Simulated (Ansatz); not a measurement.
A nudged elastic band was laid between two geometries of BBrHO (4 atoms, charge 0, multiplicity 2).

Theory: UKS LDA/def2-SVP in Ansatz 0.2.0.

```json
{
  "movable images": "7",
  "climbing image": "yes",
  "spring": "5.0 eV/Å²",
  "optimiser": "quadratic models (default)",
  "start path": "through a guess of the saddle point",
  "force threshold": "0.05 eV/Å",
  "iteration limit": "60",
  "end points": "relaxed"
}
```

Image 0:

```xyz
4
Properties=species:S:1:pos:R:3
O 0.155 0.569 -0.590
B -0.297 -0.202 0.393
Br 0.610 -1.772 0.944
H -0.413 1.344 -0.767
```

Image 8:

```xyz
4
Properties=species:S:1:pos:R:3
O -0.477 0.839 -0.304
B -0.519 -0.170 0.546
Br 0.764 -1.578 0.663
H 0.288 0.849 -0.926
```

**Question.** Which bonds break or form, and what moves?

**Answer.** No bond is made or broken. The dihedral H4–O1–B2–Br3 goes from -180 to 0°.

**Question.** What energy profile does the band end with?

**Answer.** The forces met the threshold. The highest image is number 4 of 0 to 8, 0.38 eV above the first end and 0.35 eV above the last; the last end lies 0.03 eV above the first. A vibrational analysis at the climbing image gives one clearly imaginary mode, 649i cm⁻¹: a first-order saddle point.

```csv
image,path coordinate (Å),energy (eV),dihedral H4–O1–B2–Br3 (°)
0,0.00,0.00,-180
1,0.20,0.04,160
2,0.40,0.16,139
3,0.60,0.30,117
4,0.80,0.38,91
5,0.97,0.31,63
6,1.14,0.17,33
7,1.32,0.06,10
8,1.49,0.03,0
```

**Question.** What is the geometry of the highest image?

**Answer.** 
```xyz
4
Properties=species:S:1:pos:R:3
O -0.089 0.868 -0.161
B -0.497 -0.269 0.378
Br 0.653 -1.723 0.873
H -0.011 1.063 -1.110
```

**Question.** What are the harmonic wavenumbers there?

**Answer.** 649i, 318, 513, 648, 1396, 3804 cm⁻¹.

Time of the run: 3.3 min on 1 thread of Intel(R) Xeon(R) Processor @ 2.50GHz (Skylake/Cascade Lake), on a shared host, peak memory 0.13 GiB.
